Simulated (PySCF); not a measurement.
# Successive ionisation energies of lead

Calculated with PySCF 2.14, two-component X2C-1e (Gaussian nucleus, no Breit or QED terms), each ion in its own even-tempered basis; GMP2 freezes the deep shells of the larger ions and drops the highest virtual spinors; eV.

| ion | configuration | GHF (spin-free) | GHF (screened spin-orbit) | GMP2 (screened spin-orbit) | NIST | kind |
| --- | --- | --- | --- | --- | --- | --- |
| Pb(60+) | [Ar] 3d4 | 6386.5 | 6446.6 | 6447.5 | 6442 ± 10 | theoretical |
| Pb(61+) | [Ar] 3d3 | 6543.8 | 6600.9 | 6601.7 | 6597 ± 12 | theoretical |
| Pb(62+) | [Ar] 3d2 | 6702.9 | 6770.9 | 6770.7 | 6767 ± 15 | theoretical |
| Pb(63+) | [Ar] 3d1 | 6853.4 | 6928.2 | 6927.8 | 6924 ± 19 | theoretical |
| Pb(64+) | [Ar] | 7531.4 | 7367.7 | 7368.8 | 7362 ± 24 | theoretical |
| Pb(65+) | [Ne] 3s2 3p5 | 7665.4 | 7504.4 | 7505.6 | 7500 ± 30 | theoretical |
| Pb(66+) | [Ne] 3s2 3p4 | 7800.3 | 7654.1 | 7654.7 | 7650 ± 40 | theoretical |
| Pb(67+) | [Ne] 3s2 3p3 | 7981.2 | 7792.9 | 7793.6 | 7790 ± 40 | theoretical |
| Pb(68+) | [Ne] 3s2 3p2 | 8117.9 | 8528.6 | 8530.4 | 8520 ± 50 | theoretical |
| Pb(69+) | [Ne] 3s2 3p1 | 8256.0 | 8690.7 | 8690.6 | 8680 ± 50 | theoretical |
| Pb(70+) | [Ne] 3s2 | 9008.1 | 9006.9 | 9010.8 | 9000 ± 60 | theoretical |
| Pb(71+) | [Ne] 3s1 | 9160.7 | 9159.5 | 9160.3 | 9150 ± 60 | theoretical |
